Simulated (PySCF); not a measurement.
# What a mistake does to a calculation on AlB2GeH6 cation

These are calculations, not measurements. They come from PySCF 2.14.0, an open-source quantum chemistry program, on an isolated molecule that a program drew, which may never have been made. The molecule is AlB2GeH6 cation (charge +1, singlet), drawn as the SMILES string `B[BH][GeH2][AlH+]`.

Each row is a Hartree-Fock (HF) and frozen-core CCSD(T) single point in the cc-pV(D+d)Z basis, meant for a local HF minimum. Run 1 is clean. Each other run has one planted mistake out of seven kinds, and not every kind appears here: one electron removed, one electron added, multiplicity raised by two, geometry at a saddle point, minimal basis STO-3G, one bond length entered in bohr, all coordinates scaled. The reference is restricted for singlets and unrestricted otherwise, and also for a bond in bohr. Adding or removing an electron swaps singlet and doublet. Electrons count all cores. HOMO and LUMO are orbital energies over both spins, the gradient is its largest component, and the lowest frequency (negative if imaginary) is given only where the gradient is small. Bond lengths are over the 9 bonds as drawn. T1 is the CCSD diagnostic: over 0.02 (restricted) or 0.045 (unrestricted) a single reference is doubtful. Germanium has the cc-pVDZ-PP basis, with a core potential (ECP10MDF) in place of its 10 inner electrons, and its 3s, 3p and 3d shells are frozen in CCSD(T).

Geometry of the clean run:
```xyz
10
AlB2GeH6 cation, angstrom
B    -2.4666    0.0270   -0.6135
B    -1.5642   -0.1632    0.7863
Ge    0.5190    0.1348    0.7808
Al    1.6544   -1.9084    1.7936
H    -2.6442   -0.9031   -1.3498
H    -2.9244    1.0929   -0.9110
H    -2.0203   -0.4672    1.8502
H     1.2583    0.2489   -0.5496
H     1.0170    1.2010    1.7574
H     2.3586   -3.1482    2.4257
```

| run | electrons | basis functions | <S^2> | HOMO (eV) | LUMO (eV) | gradient (hartree/bohr) | lowest frequency (cm^-1) | mean bond (Å) | longest bond (Å) | T1 | HF (hartree) | CCSD(T) (hartree) | mistake |
|---|---|---|---|---|---|---|---|---|---|---|---|---|---|
| 1 | 60 | 104 | 0.000 | -14.67 | -4.45 | 2.0e-05 | 26 | 1.6153 | 2.547 | 0.0152 | -587.85319 | -588.22099 | no fault |
| 2 | 60 | 104 | 0.000 | -15.08 | -4.52 | 5.7e-02 | - | 1.4812 | 2.336 | 0.0153 | -587.79388 | -588.15856 | all coordinates scaled |
| 3 | 60 | 104 | 0.799 | -12.47 | -4.49 | 9.0e-03 | - | 1.7810 | 3.168 | 0.0520 | -587.72440 | -588.07853 | one bond length entered in bohr |
| 4 | 59 | 104 | 0.786 | -20.20 | -12.20 | 6.4e-02 | - | 1.6153 | 2.547 | 0.0245 | -587.35835 | -587.70373 | one electron removed |
| 5 | 60 | 104 | 2.045 | -11.22 | -6.01 | 6.6e-02 | - | 1.6153 | 2.547 | 0.0395 | -587.72470 | -588.09385 | multiplicity raised by two |
| 6 | 61 | 104 | 0.784 | -5.70 | 0.70 | 1.8e-02 | - | 1.6153 | 2.547 | 0.0277 | -588.03869 | -588.42278 | ? |

**Which mistake was planted in run 6, and what did it cost?**

It counts 61 electrons, one more than the clean run, at the same geometry and basis. So the mistake is: one electron added. Subtracting run 1 and multiplying by 627.51 kcal/mol a hartree, the energy moved by -116.4 kcal/mol in HF and -126.6 kcal/mol in CCSD(T).

Cautions from the logs. Run 3: T1 is over the limit, so its CCSD(T) energy is less reliable.
